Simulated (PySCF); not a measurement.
Level of theory: PBE0-D4/def2-TZVP // PBE0-D4/def2-SVP in PySCF. Isolated molecules, 0 K electronic values unless said otherwise. One relaxed conformer stands for a flexible species; it need not be the lowest. Excitations are Tamm–Dancoff values on a coarser integration grid. The basis has no diffuse functions, so Rydberg states are missing or too high.

Reference species (SMILES): `c12c(ccc(c1scc2)B)B` (neutral, multiplicity 1).

```yaml
HOMO: -6.78 eV
S1–T1 gap (TDA): 0.77 eV
S1 excitation (TDA): 3.08 eV
```

Changed species: `Bc1ccc2scc(B)c2c1`.

Task: Predict the effect on the HOMO, S1–T1 gap (TDA) and S1 excitation (TDA).

Result: the HOMO decreases by 0.14 eV, to -6.92 eV; the S1–T1 gap (TDA) increases by 0.34 eV, to 1.11 eV; the S1 excitation (TDA) rises by 0.96 eV, to 4.04 eV.
